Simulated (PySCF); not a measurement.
Molfile (atoms numbered from 1):
```
C5H2ClF3
     RDKit          3D

 11 11  0  0  0  0  0  0  0  0999 V2000
    2.3388    0.2457    1.3849 F   0  0  0  0  0  0  0  0  0  0  0  0
    1.6727    0.3164    0.2133 C   0  0  0  0  0  0  0  0  0  0  0  0
    1.2059    1.5706    0.1220 F   0  0  0  0  0  0  0  0  0  0  0  0
    2.6170    0.1945   -0.7432 F   0  0  0  0  0  0  0  0  0  0  0  0
    0.6069   -0.7169    0.0995 C   0  0  0  0  0  0  0  0  0  0  0  0
   -0.6589   -0.3963   -0.0795 C   0  0  0  0  0  0  0  0  0  0  0  0
   -2.0564   -0.7239   -0.2577 C   0  0  0  0  0  0  0  0  0  0  0  0
   -1.7204    0.5663   -0.2495 C   0  0  0  0  0  0  0  0  0  0  0  0
   -2.1524    2.1639   -0.3542 Cl  0  0  0  0  0  0  0  0  0  0  0  0
    0.9488   -1.7352    0.1739 H   0  0  0  0  0  0  0  0  0  0  0  0
   -2.7965   -1.4824   -0.3355 H   0  0  0  0  0  0  0  0  0  0  0  0
  1  2  1  0
  2  3  1  0
  2  4  1  0
  2  5  1  0
  5  6  2  0
  6  7  1  0
  7  8  2  0
  8  9  1  0
  8  6  1  0
  5 10  1  0
  7 11  1  0
M  END
```

Computed data (PySCF 2.14): structure optimised with GFN2-xTB, σ from GIAO-PBE0/pcSseg-1. A single conformation, gas phase, non-relativistic Hamiltonian, fast rotation and ring inversion assumed for equivalent nuclei.

δ = σ(ref) − σ, references computed at the same level: ¹³C (σref 186.93) against TMS.

Question: Do the ¹³C shifts follow the atomic charges (in e)? Tabulate both.

Answer: 
```
atoms  hybridisation  δ (ppm)  σ para (ppm)  Hirshfeld    IAO  Mulliken  ESP-fitted
   C8            sp2    153.2          -218      +0.03  -0.01     -0.02       -0.03
   C2            sp3    135.6          -188      +0.25  +0.80     +0.84       +0.88
   C7            sp2    131.0          -198      -0.01  -0.12     +0.00       -0.24
   C6            sp2    129.3          -190      -0.00  +0.06     +0.17       +0.40
   C5            sp2     77.3          -147      -0.15  -0.34     -0.34       -0.83
```

Correlation coefficients of δ with charge over these carbons: Hirshfeld +0.65, IAO +0.49, Mulliken +0.50, ESP-fitted +0.65; with the paramagnetic shielding -0.97. Among the 4 sp2 carbons alone: Hirshfeld +0.99, IAO +0.86, Mulliken +0.77, ESP-fitted +0.75. With so few points, grouped by hybridisation, these coefficients are fragile. Charge is one influence among several: hybridisation and low-lying excitations act through the paramagnetic term.

Carbons that carry Cl, above all several Cl atoms, come out too deshielded, partly because spin–orbit coupling is missing. Shifts are as computed. Against solution values, carbons near 30 ppm lie about +3 ppm off and those near 130 ppm about +5 ppm; carbons on Cl a further +6 ppm (rms about the fit 2.1 ppm; single classes can miss by 10 ppm). Of 1328 compounds with measured shifts, 309 miss one by over three times the rms of a fit or turn the order of signals round; such compounds aren't used in these exercises. Signals without a measured value on file couldn't be tested in this way; 1H shifts scatter by 0.2 ppm about their fit, and single ones miss by 0.5 ppm.
